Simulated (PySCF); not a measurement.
From one molecule to another.

First species: C6H11NSi.
SMILES: `N[SiH2]C#CCC1CC1`

Second species: C6H11NSi.
Z-matrix (Å and degrees, GFN2-xTB geometry), rows numbered from 1:
```
C 
C   1  1.3318
Si  2  1.8913  1  126.60
C   2  1.4429  1  121.85  3   179.65
N   4  1.2663  2  116.79  1  -179.46
C   5  1.3943  4  122.29  2   179.67
C   6  1.5097  5  116.59  4  -146.99
C   7  1.4895  6   60.44  5  -106.70
H   1  1.0770  2  121.66  3     0.21
H   1  1.0815  2  122.26  3  -179.76
H   3  1.4609  2  109.92  1   117.28
H   3  1.4606  2  109.82  1  -119.15
H   3  1.4711  2  106.94  1    -0.91
H   4  1.1001  2  119.88  1     0.46
H   6  1.0938  5  116.77  4    -0.57
H   7  1.0792  6  117.72  8  -109.63
H   7  1.0782  6  116.44  8   108.29
H   8  1.0783  6  116.57  7  -108.29
H   8  1.0792  6  117.63  7   109.59
```

Levels: PBE0/pcSseg-1 for dipole moment, HOMO energy, LUMO energy and HOMO–LUMO gap; GFN2-xTB for rotational constant A and rotational constant C. Geometries: GFN2-xTB. Each species is one conformer at its optimised geometry, gas phase, non-relativistic unless stated; the electronic structure was computed with PySCF and density fitting.

The conformers computed, where there is a choice (atom-mapped SMILES and torsion angles):
- `[NH2:1][SiH2:2][C:3]#[C:4][CH2:5][CH:6]1[CH2:7][CH2:8]1`: C4–C5–C6–C7 -151°, H–N1–Si2–C3 -67°, H–N1–Si2–C3 69°
- `[CH2:1]=[C:2]([SiH3:3])/[CH:4]=[N:5]/[CH:6]1[CH2:7][CH2:8]1`: C1–C2–C4–N5 -179°, C4–N5–C6–C7 -147°

| property | column X | column Y |
| --- | --- | --- |
| dipole moment | 2.03 D | 2.19 D |
| HOMO energy | -7.03 eV | -7.24 eV |
| LUMO energy | -1.27 eV | 0.16 eV |
| HOMO–LUMO gap | 5.76 eV | 7.40 eV |
| rotational constant A | 3.450 GHz | 4.277 GHz |
| rotational constant C | 0.765 GHz | 0.542 GHz |

**Question.** Which column belongs to which species?

**Answer.** Column X is the second species and column Y the first. The first has 19 atoms and 68 electrons, the second 19 and 68.

**Question.** How does each property change from the first species to the second?

**Answer.** dipole moment -0.16 D; HOMO energy +0.21 eV; LUMO energy -1.43 eV; HOMO–LUMO gap -1.64 eV; rotational constant A -0.827 GHz; rotational constant C +0.223 GHz.

On the first: A dipole of 2.19 D is allowed in C1, and pure rotational transitions are dipole-allowed. The dipole equals about 7.3 × 10⁻³⁰ C·m (1 D = 3.33564 × 10⁻³⁰ C·m).

On the second: A dipole of 2.03 D is allowed in Cs, and pure rotational transitions are dipole-allowed. The dipole matches unit charges of opposite sign 0.42 Å apart (1 e·Å = 4.8032 D).
